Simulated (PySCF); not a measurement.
## Telling isomers of C₆H₆O₂ apart by NMR

Rapidly exchanging positions averaged, isolated molecule, single conformer, non-relativistic. Shieldings: GIAO PBE0/pcSseg-1; geometry: GFN2-xTB; PySCF.

Chemical shifts δ = σref − σ; ¹H (σ = 31.72 ppm) and ¹³C (σ = 186.93 ppm) vs TMS, all at this level. Where no couplings were computed, multiplicities follow the n + 1 count of equivalent neighbours, and m marks all less simple cases (inequivalent or close neighbours, rings, F or P nearby). Shifts are as computed. Against solution values, carbons near 30 ppm lie about +3 ppm off and those near 130 ppm about +5 ppm. Of 1211 compounds with measured shifts, 218 miss one by over three times the rms of a fit or turn the order of signals round; such compounds aren't used in these exercises.

(1) Tabulate the signals of `O=COC1=CC=CC1`, `C#CC(=O)OCC=C`, `O=CC1=COC=CC1` and their relative energies.

(2) What is the quickest way to tell C#CC(=O)OCC=C from O=CC1=COC=CC1?

(3) What is the quickest way to tell O=COC1=CC=CC1 from O=CC1=COC=CC1?

(4) What is the quickest way to tell O=COC1=CC=CC1 from C#CC(=O)OCC=C?

## Answers

(1) 
```tsv
SMILES	carbon types	δC	δH	E rel. (kcal/mol)
O=COC1=CC=CC1	1×C 4×CH 1×CH2	165.8, 161.4, 136.4, 133.9, 120.2, 46.3	8.19 (s, 1H), 6.72 (m, 1H), 6.37 (m, 1H), 6.30 (d, 1H), 3.98 (m, 2H)	0.0
C#CC(=O)OCC=C	2×C 2×CH 2×CH2	158.6, 140.6, 129.8, 81.5, 79.9, 70.0	6.08 (m, 1H), 5.83 (m, 1H), 5.71 (m, 1H), 4.84 (d, 2H), 2.19 (s, 1H)	41.6
O=CC1=COC=CC1	1×C 4×CH 1×CH2	192.7, 166.2, 146.5, 121.8, 114.0, 22.2	9.61 (s, 1H), 7.02 (s, 1H), 6.54 (d, 1H), 5.36 (m, 1H), 2.99 (m, 2H)	5.2
```

Energies are electronic energies at PBE0/pcSseg-1 on these geometries, without zero-point or thermal terms, each for the one conformer computed, which needn't be the lowest.

(2) Both give the same number of carbon signals, but DEPT or the intensities differ. The first has a terminal =CH2 carbon at 129.8 ppm, the second an aldehyde carbonyl carbon (CH) at 192.7 ppm. Their most deshielded carbons lie at 158.6 and 192.7 ppm. In the proton spectra the most deshielded non-exchanging signals are 6.08 (m, 1H) and 9.61 (s, 1H).

(3) Both give the same number of carbon signals, with the same numbers of each carbon type, so the positions decide. The first has an alkene carbon bearing oxygen (C) at 165.8 ppm, the second a β carbon of an enol-ether or enamine type C=C (C) at 121.8 ppm. Their most deshielded carbons lie at 165.8 and 192.7 ppm. In the proton spectra the most deshielded non-exchanging signals are 8.19 (s, 1H) and 9.61 (s, 1H).

(4) Both give the same number of carbon signals, but DEPT or the intensities differ. The first has an allylic sp3 CH2 at 46.3 ppm, the second a terminal =CH2 carbon at 129.8 ppm. Their most deshielded carbons lie at 165.8 and 158.6 ppm. In the proton spectra the most deshielded non-exchanging signals are 8.19 (s, 1H) and 6.08 (m, 1H).
